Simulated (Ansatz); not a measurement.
`[CH3][Ti-]1([OH])([F])[O]C=CC=[O+]1` + HCl → `[CH3][Ti-]1([F])([Cl])[O]C=CC=[O+]1` + H₂O at 700 K and 1 bar (ligand exchange at a Ti–O bond).

Computed with Ansatz on PBE0-D4/def2-TZVP structures; ΔE is electronic, products minus reactants. CCSD(T)/CBS is the MP2 limit (def2-TZVPP, def2-QZVPP) plus CCSD(T) − MP2 in def2-TZVPP, frozen cores. This one scheme is used for every species. For Ti outer-core shells are correlated without core-valence functions, which leaves a few kJ/mol of doubt a bond. Scalar relativity is left out up to krypton. One conformer a species, not always the lowest.

```
                              species  CCSD(T)/CBS energy (Eh)  H − E (kJ/mol)  S (J/(mol·K))
`[CH3][Ti-]1([OH])([F])[O]C=CC=[O+]1`              -1330.82757           411.6          634.1
                                  HCl               -460.38127            38.4          211.8
`[CH3][Ti-]1([F])([Cl])[O]C=CC=[O+]1`              -1714.84158           375.3          623.7
                                  H₂O                -76.37941            80.5          218.4
```

H − E and S are ideal-gas, rigid-rotor, harmonic terms from PBE0-D4/def2-TZVP, for one conformer and one mirror image of each species. 1 Eh = 2625.50 kJ/mol, R = 8.31446 J/(mol·K).

Task: By hand: ΔE, ΔH, ΔS and ΔG.

Result: ΔE = (-1714.84158) + (-76.37941) − (-1330.82757) − (-460.38127) = -0.01215 Eh = -31.9 kJ/mol. Δ(H − E) = 375.3 + 80.5 − 411.6 − 38.4 = 5.8, so ΔH = -26.1 kJ/mol. ΔS = 623.7 + 218.4 − 634.1 − 211.8 = -3.8 J/(mol·K). ΔG = -26.1 − 700 × (-3.8)/1000 = -23.4 kJ/mol.

Task: By hand: the equilibrium constant, and the temperature at which ΔG would vanish if ΔH and ΔS stayed fixed.

Result: log₁₀ K = −ΔG/(RT ln 10) = 1.7. ΔG = 0 at ΔH/ΔS = 6868 K, far beyond where these terms or the molecules hold.

The number of gas molecules stays the same, so ΔS is small and ΔH decides. A doubt of 5 kJ/mol in ΔE shifts log₁₀ K by 0.4 here. Other conformers and mirror images would add mixing entropy, several J/(mol·K) or more a flexible species. Modes under 60 cm⁻¹, often nearly free rotors, make the harmonic entropy too high. These are equilibria of isolated gas molecules and say nothing of rates. Largest T1 diagnostic: 0.023 (customary marks: 0.02 for closed shells, 0.045 for open ones).
